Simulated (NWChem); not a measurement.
Correlation energy of CuI

SMILES: [Cu][I]
```xyz
2

Cu     0.0000     0.0000    -1.5331
I      0.0000     0.0000     0.8389
```
Charge 0, spin multiplicity 1.

The numbers come from NWChem runs, not from measurements. All single points use one geometry, from PBE/def2-SVP with def2 effective core potentials on I, a minimum by its harmonic frequencies.

Basis set: def2-SVP. Each correlation energy counts from its own Hartree-Fock reference.

Effective core potentials replace the inner electrons of I; spin-orbit coupling is left out. The correlated methods keep 13 core orbitals frozen. The structure started from a generated list of species. Coupled-cluster values serve here as a point of comparison, not as the truth.

Problem. One of these methods gave a correlation energy of -414.2 mHa. Which?
A. CR-CCSD(T)
B. MP2
C. CR-CCSD[T]
D. SCS-MP2

Solution. B, MP2. The others give -367.0 (SCS-MP2), -401.3 (CR-CCSD[T]), -398.3 (CR-CCSD(T)).
